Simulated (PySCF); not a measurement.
An unknown shows these calculated signals:

1H NMR (400 MHz, computed): δ 7.56 (m, 1H), 7.31 (m, 1H), 7.11 (m, 1H), 5.74 (s, 2H).

13C{1H} NMR (computed): δ 142.0 (CH), 139.3 (CH), 123.6 (CH).

Level of theory: PBE0/pcSseg-1 with gauge-including orbitals, GFN2-xTB structure, in PySCF 2.14 (one conformer, relativity neglected, gas phase, equivalent nuclei averaged).

Scale: 1H, 13C vs TMS (reference shieldings calculated alike).

**Question.** Which of these does the molecule contain: a tert-butyl group, a C≡C triple bond, a Si–H bond, a methoxy group, a heteroaromatic ring?

**Answer.** 
- A tert-butyl group: no.
- A C≡C triple bond: no.
- A Si–H bond: yes (δH 5.74 (s)).
- A methoxy group: no.
- A heteroaromatic ring: yes.

The data belong to `Cl[SiH2]n1ccnc1`, C3H5ClN2Si; they needn't prove each group on their own.

Carbon signals by region: 3 in the sp2 and nitrile region (100–160 ppm).

Shifts are as computed. Against solution values, carbons near 30 ppm lie about +3 ppm off and those near 130 ppm about +5 ppm. Of 1211 compounds with measured shifts, 218 miss one by over three times the rms of a fit or turn the order of signals round; such compounds aren't used in these exercises. Multiplicities follow the n + 1 count of equivalent neighbours, as no J values were calculated; m marks all less simple cases, F and P coupling included.
